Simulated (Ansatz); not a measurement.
A CCSD(T) single point on `CC1C[SiH2]S1`.

```yaml
crystal:
  periodic: [false, false, false]
  atoms:
    - {symbol: C, position_ang: [-1.834954, -0.098765, 0.262881]}
    - {symbol: C, position_ang: [-0.393519, 0.287135, 0.488167]}
    - {symbol: C, position_ang: [0.649809, -0.769278, 0.064558]}
    - {symbol: Si, position_ang: [1.811210, 0.495225, -0.690839]}
    - {symbol: S, position_ang: [0.109101, 1.769965, -0.530784]}
    - {symbol: H, position_ang: [-2.513227, 0.711175, 0.540574]}
    - {symbol: H, position_ang: [-2.007525, -0.343517, -0.787606]}
    - {symbol: H, position_ang: [-2.084354, -0.975963, 0.868481]}
    - {symbol: H, position_ang: [-0.240156, 0.563848, 1.533446]}
    - {symbol: H, position_ang: [1.000668, -1.398601, 0.883596]}
    - {symbol: H, position_ang: [0.233920, -1.414912, -0.713666]}
    - {symbol: H, position_ang: [2.322851, 0.249961, -2.065355]}
    - {symbol: H, position_ang: [2.966677, 0.889127, 0.161348]}
basis:
  gaussian: {orbitals: def2-TZVPP}
correlation: {method: ccsd_t}
```

```sh
$ ansatz run in.yaml --threads 4 --pin off --events-out ev --progress --plain --max-ram 10444MiB
```

Output of Ansatz, abridged:

```
Functional definition: HF
1665 factors; integrals over basis functions are off by at most 8.8e-4 eV
mean field evaluation 1: about -21896.0244 eV, gradient 3.4e1 eV
mean field evaluation 2: about -21896.3570 eV, gradient 3.4e1 eV
mean field evaluation 4: about -21899.7657 eV, gradient 4.6e0 eV
mean field evaluation 8: about -21899.8401 eV, gradient 2.7e-1 eV
mean field -21899.84052747 eV, -804.8042951394 hartree, gradient 5.8e-6 eV, S^2 0.000000; 0 other end points of the search recorded, 0 dependent functions left out
13 core orbitals not correlated: weight in the atoms' cores, before any rotation towards them, 1.000 or more for the frozen orbitals, at most 0.000 for the correlated occupied ones
reference -21899.84052747 eV, -804.8042951394 hartree; 15, 15 occupied and 261, 261 virtual orbitals, 1665 factors
second order -22.19360056 eV of doubles, -0.00000000 eV of singles
cycle   1  -23.05538083 eV  change   -8.6e-1 eV  update   1.0e-1
cycle   2  -23.66254192 eV  change   -6.1e-1 eV  update   2.9e-2
cycle   3  -23.75591529 eV  change   -9.3e-2 eV  update   1.2e-2
cycle   4  -23.75029788 eV  change    5.6e-3 eV  update   2.9e-3
cycle   5  -23.75016380 eV  change    1.3e-4 eV  update   1.2e-3
cycle   6  -23.75006768 eV  change    9.6e-5 eV  update   3.8e-4
cycle   7  -23.74994031 eV  change    1.3e-4 eV  update   1.4e-4
cycle   8  -23.74996000 eV  change   -2.0e-5 eV  update   5.1e-5
cycle   9  -23.74996816 eV  change   -8.2e-6 eV  update   1.6e-5
perturbative correction -1.05656319 eV, -0.0388279812 hartree
Total energy: -21924.64705882 eV, -805.7159183522 hartree
```

It took 3.2 min on 4 threads of an Arm Neoverse V2 on a shared host, with 8.7 GiB of host memory at the peak.

MP2 recovers 89.5 % of the CCSD(T) correlation energy and the triples give 4.3 %; T1 = 0.0106.
